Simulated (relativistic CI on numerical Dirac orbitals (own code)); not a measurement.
## Hyperfine structure of Os LXI, mass number 189

Calculated at this level of theory: Dirac-Coulomb-Breit CI, orbitals from a KLI potential per configuration, a model potential for QED, unscaled Slater integrals (own radial code, finite nucleus).

Configuration list (outside the closed core [Ne]): 3s2 3p4, 3s2 3p3 3d, 3s 3p5, 3p6, 3s 3p4 3d, 3s 3p3 3d2, 3p5 3d, 3s2 3p2 3d 4p, 3s 3p3 3d 4s, 3p5 4s, 3s2 3p3 4s, 3p5 4p, 3s2 3p2 3d2, 3s2 3p 3d3, 3s 3p2 3d3, 3s2 3p 3d2 4s, 3p4 3d2, 3p3 3d3, 3p3 3d2 4s, 3s2 3p2 3d 4s, 3s 3p2 3d2 4s, 3s2 3p 3d 4s2. Double excitations out of closed p, d and f shells are left out; levels of such configurations are missing from the list, as are those of other unlisted configurations, and high levels can miss mixing partners.

Nuclear spin I = 3/2, μ = 0.6576 μN, Q = 0.86 b (tables of Stone and Pyykkö). The electronic factors are computed for point nuclear moments, without core polarisation or the Bohr-Weisskopf and QED corrections.

```json
{"Level": "3s2 3p4 3P_2", "E (eV)": "0.000", "A (GHz)": "102.5", "B (GHz)": "26.9"}
{"Level": "3s2 3p3 3d 3F°_4", "E (eV)": "338.037", "A (GHz)": "51.85", "B (GHz)": "451"}
{"Level": "3s2 3p4 3P_1", "E (eV)": "395.210", "A (GHz)": "-108.2", "B (GHz)": "-204"}
{"Level": "3s2 3p4 1D_2", "E (eV)": "405.214", "A (GHz)": "316.9", "B (GHz)": "-434"}
```

Levels with J = 0, under 50 % of one LS term, or S terms without an open s electron are left out. Small factors come from cancelling terms and can be off by tens of per cent or more.

At this charge energies of transitions that change n are usually good to better than 1 %, and those within a shell (Δn = 0) to a few per cent.

Give the hyperfine levels of 3s2 3p3 3d 3F°_4 relative to its centre of gravity.

With K = F(F + 1) − I(I + 1) − J(J + 1), E = AK/2 + B[¾K(K + 1) − I(I + 1)J(J + 1)]/[2I(2I − 1)J(2J − 1)]: F = 5/2: -167.6, F = 7/2: -295.9, F = 9/2: -171.2, F = 11/2: 423.8 GHz.

LS names give the leading component of a level, which can be under half, so a name can repeat, a term be missing and a line seem to break the LS rules.
